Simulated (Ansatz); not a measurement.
Stepwise reaction of `[SiH3]O[SiH](Cl)O[SiH3]` with hydrogen sulfide, as a gas-phase model of exchange steps in deposition or etching. ΔE in kJ/mol.

Program: Ansatz. Geometries: PBE0-D4/def2-TZVP. ΔE: electronic, gas phase. CBS: MP2 limit from def2 TZ/QZ plus the TZ coupled-cluster correction, frozen cores. This one scheme is used for every species. Functionals use def2-TZVPP. B3LYP here is the variant with VWN-RPA as its local correlation; programs differ in this. Each species was taken in one conformer, which may not be the lowest.

```json
{"step": "1", "reaction": "`[SiH3]O[SiH](Cl)O[SiH3]` + H₂S → `[SiH3]O[SiH](S)Cl` + `O[SiH3]`", "PBE-D4": "57.8", "B3LYP-D4": "77.3", "ωB97M-V": "73.5", "CCSD(T)/CBS": "74.7"}
```

Question: Give the row of step 2, `[SiH3]O[SiH](S)Cl` + H₂S → `S[SiH](S)Cl` + `O[SiH3]`. (An estimate is asked.)

Answer: The calculation gave: 
| step | reaction | PBE-D4 | B3LYP-D4 | ωB97M-V | CCSD(T)/CBS |
| --- | --- | --- | --- | --- | --- |
| 2 | `[SiH3]O[SiH](S)Cl` + H₂S → `S[SiH](S)Cl` + `O[SiH3]` | 49.0 | 68.4 | 65.1 | 65.0 |

Question: By hand: ΔE of the 2 steps together at CCSD(T)/CBS.

Answer: (74.7) + (65.0) = 139.7 kJ/mol, or 69.8 kJ/mol a step.

In ΔE each step is lower than the one before. All are uphill at CCSD(T)/CBS. PBE-D4 differs from CCSD(T)/CBS by -16.9 to -16.0 kJ/mol a step. Isolated molecules leave out the surface, adducts and barriers. Largest T1 diagnostic: 0.011.
